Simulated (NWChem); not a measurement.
Excited singlets of thionyl fluoride (F2OS) by symmetry

```xyz
4

O     -1.3917    -0.3297     0.0000
S     -0.1604     0.4112     0.0000
F      0.7611    -0.2190     1.1690
F      0.7611    -0.2190    -1.1690
```
Charge 0, spin multiplicity 1.

Program: NWChem. The geometry was optimised at PBE0/def2-SVP, a minimum by its harmonic frequencies.

Basis set: 6-31+G*. Symmetry labels belong to the abelian group Cs used in the runs, with the axes of the coordinates shown. Entries are the lowest vertical excitation energy of each symmetry in eV (for CIS and TDDFT among the lowest few roots); a state of one symmetry need not have the same character in every method. Symmetries that some method's roots don't reach, or where a double excitation leads the EOM-CCSD root, are left out.

The correlated methods keep 8 core orbitals frozen. B3LYP has NWChem's definition, with VWN1-RPA local correlation. The Pople sets run with spherical d functions. No row is a measurement; the coupled-cluster row has its own basis-set and correlation limits.

| method | a" | a' |
|---|---|---|
| CIS | 7.40 | 8.92 |
| TD-PBE | … | … |
| TD-B3LYP | 6.35 | 7.41 |
| TDA-CAM-B3LYP | 6.53 | 7.63 |
| EOM-CCSD | 6.68 | 7.89 |

Question: Fill in the missing entries.

Answer: 
- TD-PBE, a": 6.21
- TD-PBE, a': 7.11
